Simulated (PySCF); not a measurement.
**Structure elucidation problem**

Molecular formula: C5H13NOSi2. Simulated spectra:

1H NMR (500 MHz, computed): δ 6.97 (m, 1H), 6.82 (m, 1H), 5.07 (s, 2H), 4.19 (t, 3H), 2.91 (t, 2H), 0.82 (m, 2H), 0.04 (br s, 2H).

13C{1H} NMR (computed): δ 217.5 (C), 158.4 (C), 146.2 (CH2), 36.8 (CH2), 5.4 (CH2).

PySCF 2.14 calculation with shieldings: GIAO PBE0/pcSseg-1 and coordinates at the GFN2-xTB level; averaged over atoms made equivalent by symmetry, fast rotation or ring inversion, single conformer, gas phase, relativity neglected.

δ = σ(ref) − σ, references computed at the same level: 1H and 13C vs TMS.

Task: Choose the structure that fits.
A. C#C[SiH2]O[Si](C)(C)NC
B. C#CC[Si](C)(C)O[SiH2]N
C. C=C([SiH2]N)C(=O)CC[SiH3]
D. C[SiH2]NC(=O)[C@@H]1CC[SiH2]1
E. C=C/C(C)=N/[C@H]([SiH3])O[SiH3]
F. C[SiH](C)/C=C\C(=O)N[SiH3]

Result: C. 

Rings plus π bonds: 2 (no ring in the answer). 5 carbon signals for 5 carbons: no two carbons are equivalent. Carbon types of the structure: 2 × C, 3 × CH2, leaving 7 H on heteroatoms. δC 217.5: ketone carbonyl carbon; low-lying n→π* states of the double bond to the heteroatom give a large paramagnetic term (-287 ppm). δC 158.4: α carbon of a C=C–C=O unit; as expected for a trigonal carbon in a double bond. δC 146.2: β carbon of a C=C–C=O unit; conjugation with the carbonyl draws π density from the β position. δC 36.8: sp3 CH2 α to a carbonyl; the adjacent C=O deshields it moderately. δH 0.04: hydrogen on a nitrogen bonded to Si; exchangeable, gas-phase position.

The others: C[SiH](C)/C=C\C(=O)N[SiH3] would give 4 carbon signals, not 5; C[SiH2]NC(=O)[C@@H]1CC[SiH2]1 would give 10 signals for carbon-bound and other non-exchanging H, not 6; C#C[SiH2]O[Si](C)(C)NC would give 4 carbon signals, not 5; C=C/C(C)=N/[C@H]([SiH3])O[SiH3] would give 7 signals for carbon-bound and other non-exchanging H, not 6; C#CC[Si](C)(C)O[SiH2]N would give 4 carbon signals, not 5.

The OH or NH signal is concentration- and solvent-dependent in practice; the value given is the gas-phase one. Shifts are as computed. Against solution values, carbons near 30 ppm lie about +3 ppm off and those near 130 ppm about +5 ppm. Of 1309 compounds with measured shifts, 239 miss one by over three times the rms of a fit or turn the order of signals round; such compounds aren't used in these exercises. Multiplicities follow the n + 1 count of equivalent neighbours, as no J values were calculated; m marks all less simple cases, F and P coupling included.
